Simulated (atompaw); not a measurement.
# technetium: one change to a PAW (atompaw) potential, before and after

| Item | Value |
| --- | --- |
| Element | technetium |
| Generator | atompaw 4.2.0.5 |
| Type | PAW |
| Functional | PBEsol |
| Relativity | scalar-relativistic |
| Frozen core | [Ar] 3d10 4s2 |
| Valence charge | 13 |
| Reference configuration | 4p6 4d5.5 5s1.5 5p0 |
| Partial waves | 5s (bound): rc 2.85 bohr; 5s channel at 0.4 Ry: rc 2.85 bohr; 4p (bound): rc 2.15 bohr; 5p (bound, empty): rc 2.85 bohr; 4d (bound): rc 2.85 bohr; 4d channel at 0.05 Ry: rc 2.85 bohr |
| Local potential | troulliermartins scheme with l = 3 at 0 Ry, radius 2.80 bohr |
| Core correction | smooth core density matched at 2.25 bohr |
| Augmentation charge | sinc compensation charge, radius 2.20 bohr; PAW radius 2.85 bohr; waves and projectors: custom polynom2 7 10 vanderbiltortho |

Change: local potential troulliermartins scheme with l = 3 at 0 Ry, radius 1.92 bohr.

Cutoffs: the cutoffs (Ry, on a coarse ladder) from which the occupation-weighted sum of valence levels, in a spherical-Bessel basis at the reference potential, stays within 10 and 1 mRy of its value at 400 Ry; they do not see the model core or the augmentation charge, which bear on the density cutoff.

**Question.** What does the change do?

**Answer.** The potential gets neither clearly harder nor softer (25 Ry and 55 Ry → 25 Ry and 55 Ry); a bound ghost appears in s, which as a rule spoils a file; the range in which the s phases agree narrows (upper end 4.5 → 3.2); the range in which the p phases agree narrows (upper end 3.0 → 1.7). A state that the projectors do not describe sees the local part alone, so a deeper or shallower local part can create or remove a ghost.

```tsv
quantity	base	changed
cutoff, loose	25 Ry	25 Ry
cutoff, tight	55 Ry	55 Ry
bound ghosts	none	s
s: phases at 2.86 bohr within 0.05 rad from the reference energy up to (Ry; the scan ends near 5)	4.5	3.2
p: phases at 2.86 bohr within 0.05 rad from the reference energy up to (Ry; the scan ends near 5)	3.0	1.7
d: phases at 2.86 bohr within 0.05 rad from the reference energy up to (Ry; the scan ends near 5)	1.5	1.9
lowest overlap eigenvalue by channel	s 0.78, p 0.65, d 0.94	s 0.65, p 0.54, d 0.94
```

 A true bound ghost makes a file unfit for plane-wave use even where its test errors are small: the radial tests pick states by their node count and pass the ghost by. The cutoffs see the waves, projectors and local potential, not the compensation charge or the core.
